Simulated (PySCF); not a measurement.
Computed data sheet: `NC(=O)[SiH]1N[SiH2]N[SiH2]N1`

Compound: CH₁₀N₄OSi₃.
Z-matrix (Å and degrees, PBE0-D3(BJ)/def2-SVP geometry), rows numbered from 1:
```
N 
C   1  1.3536
O   2  1.2226  1  123.86
Si  2  1.9182  1  117.48  3   179.41
N   4  1.7428  2  113.24  1   -22.31
Si  5  1.7547  4  117.58  2   -98.16
N   6  1.7426  5  110.98  4   -49.15
Si  7  1.7407  6  121.39  5    47.66
N   4  1.7346  2  101.58  1  -137.16
H   1  1.0120  2  119.59  3  -169.86
H   1  1.0149  2  119.49  3    -4.21
H   4  1.4955  2  109.23  1    98.91
H   5  1.0160  4  117.12  2   115.54
H   6  1.4912  5  107.48  4    72.44
H   6  1.4927  5  108.73  4  -168.15
H   7  1.0147  6  118.11  5  -118.79
H   8  1.4984  7  108.21  6  -132.25
H   8  1.4959  7  115.21  6   107.68
H   9  1.0200  4  111.76  2   -23.61
```

Among its groups: Si–H bond and C–Si bond.

**PBE0-D3(BJ)/def2-SVP geometry optimisation, gas phase (PySCF)**

* Point group: C1
* Rotational constants A, B, C: 1.655, 0.731, 0.572 GHz

wB97X-D/def2-SVPD ground state, ΔSCF and vertical TDDFT (core frozen in the response) (PySCF):

* Dipole moment: 3.88 D
* HOMO energy: -8.63 eV
* LUMO energy: 1.45 eV
* HOMO–LUMO gap: 10.08 eV
* Lowest singlet excitation: 4.75 eV (261 nm, f = 0.003)
* Strongest line among the 10 lowest singlet transitions: S8 at 7.33 eV (169 nm, f = 0.037)
* Lowest triplet excitation (Tamm–Dancoff): 4.18 eV
* Static isotropic polarisability: 116.3 au
* Vertical ionisation energy: 8.74 eV
* Electronic spatial extent ⟨r²⟩ about the centre of nuclear charge: 2024 bohr²

From PBE0/pcSseg-1 ground state and GIAO shieldings, non-relativistic (PySCF):

* Lowest Hirshfeld atomic charge: -0.34 e on N5/N7
* Highest Hirshfeld atomic charge: +0.41 e on Si4
* 13C chemical shifts (computed TMS as zero) by class: 185.0 (C2) ppm
* 1H chemical shifts (computed TMS as zero) by class: 5.36 (H10/H11), 5.27 (H14/H18), 5.11 (H12), 5.10 (H15/H17), 1.44 (H13/H19), 0.62 (H16) ppm
* Isotropic shieldings of nuclei other than C and H, by class: 136 (N1), 227 (N5/N9), 227 (N7), -125 (O3), 388 (Si6/Si8), 396 (Si4) ppm
* Mayer bond orders between heavy atoms: N1–C2 1.19, C2–O3 1.84, C2–Si4 0.79, Si4–N5 0.93, N5–Si6 0.93, Si6–N7 0.95, N7–Si8 0.95, Si8–N9 0.93, N9–Si4 0.96

Monoisotopic mass from the formula: 178.0162 u.

The largest Löwdin shares of the HOMO are 0.41 on O3, 0.14 on C2, 0.11 on N5 and 0.09 on Si4. No computed singlet falls in the visible range (750 to 380 nm, 1.65 to 3.26 eV); S1 lies 1.49 eV above its blue end. The vertical singlet–triplet gap S1 − T1 is 0.57 eV (TDDFT singlet less Tamm–Dancoff triplet; S1: HOMO→LUMO, weight 0.72; T1: HOMO→LUMO, weight 0.69). The ΔSCF ionisation energy exceeds −ε(HOMO) by 0.11 eV with wB97X-D.

 NMR classes are plain means over equivalent atoms (diastereotopic ones count apart unless rotation or inversion swaps them), as if these changed places fast; in this geometry the members of some classes differ.

One conformer stands for the species.
